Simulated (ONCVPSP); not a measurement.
**u(r) = r·R(r): atom against pseudo-atom (hydrogen)**

Columns: radius, all-electron u(r) and pseudo u(r) of the 1s shell (level -6.49 eV) of hydrogen in the configuration 1s1; PBE, scalar-relativistic, ONCV scheme, ONCVPSP 4.0.1.

```json
{"r (bohr)": "0.062", "all-electron": "0.1118", "pseudo": "0.0868"}
{"r (bohr)": "0.125", "all-electron": "0.2114", "pseudo": "0.1729"}
{"r (bohr)": "0.188", "all-electron": "0.2982", "pseudo": "0.2551"}
{"r (bohr)": "0.250", "all-electron": "0.3722", "pseudo": "0.3310"}
{"r (bohr)": "0.312", "all-electron": "0.4360", "pseudo": "0.4011"}
{"r (bohr)": "0.375", "all-electron": "0.4916", "pseudo": "0.4663"}
{"r (bohr)": "0.438", "all-electron": "0.5387", "pseudo": "0.5248"}
{"r (bohr)": "0.500", "all-electron": "0.5776", "pseudo": "0.5752"}
{"r (bohr)": "0.562", "all-electron": "0.6100", "pseudo": "0.6178"}
{"r (bohr)": "0.625", "all-electron": "0.6368", "pseudo": "0.6524"}
{"r (bohr)": "0.688", "all-electron": "0.6583", "pseudo": "0.6779"}
{"r (bohr)": "0.750", "all-electron": "0.6747", "pseudo": "0.6946"}
{"r (bohr)": "0.812", "all-electron": "0.6870", "pseudo": "0.7042"}
{"r (bohr)": "0.875", "all-electron": "0.6957", "pseudo": "0.7083"}
{"r (bohr)": "0.938", "all-electron": "0.7011", "pseudo": "0.7089"}
{"r (bohr)": "1.000", "all-electron": "0.7035", "pseudo": "0.7074"}
{"r (bohr)": "1.062", "all-electron": "0.7033", "pseudo": "0.7048"}
{"r (bohr)": "1.125", "all-electron": "0.7009", "pseudo": "0.7012"}
{"r (bohr)": "1.188", "all-electron": "0.6964", "pseudo": "0.6965"}
{"r (bohr)": "1.250", "all-electron": "0.6904", "pseudo": "0.6904"}
{"r (bohr)": "1.312", "all-electron": "0.6828", "pseudo": "0.6828"}
{"r (bohr)": "1.375", "all-electron": "0.6738", "pseudo": "0.6738"}
{"r (bohr)": "1.438", "all-electron": "0.6637", "pseudo": "0.6637"}
{"r (bohr)": "1.500", "all-electron": "0.6528", "pseudo": "0.6528"}
{"r (bohr)": "1.562", "all-electron": "0.6411", "pseudo": "0.6411"}
{"r (bohr)": "1.625", "all-electron": "0.6286", "pseudo": "0.6286"}
```

(1) How many radial nodes do the two functions have?

(2) At about which radius was the pseudo-wave matched?

(3) Is the pseudo-wave norm-conserving?

Answers

(1) The all-electron 1s function has n − l − 1 = 0; the pseudo-wave has 0.

(2) 1.25 bohr. The columns agree to 0.0005 from 1.12 bohr on; several derivatives are matched, so the curves merge somewhat inside the radius.

(3) Yes: the ONCV scheme keeps the norm inside the radius equal to the all-electron one, which fixes the energy derivative of the logarithmic derivative at the level.
